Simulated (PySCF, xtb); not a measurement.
silylphosphine (H5PSi), SMILES [SiH3]P.

xtb 6.7.1 with GFN2-xTB at its own geometry gives an orbital gap of 4.77 eV and a dipole moment of 1.60 D.

Geometry: PBE0-D3(BJ)/def2-TZVP.

### Question
What does B3LYP/def2-TZVPD (PySCF) give? (Estimate from the structure and the level; the computed values follow.)

### Answer
gap 7.14 eV (levels -7.43 and -0.29 eV), dipole 0.59 D.
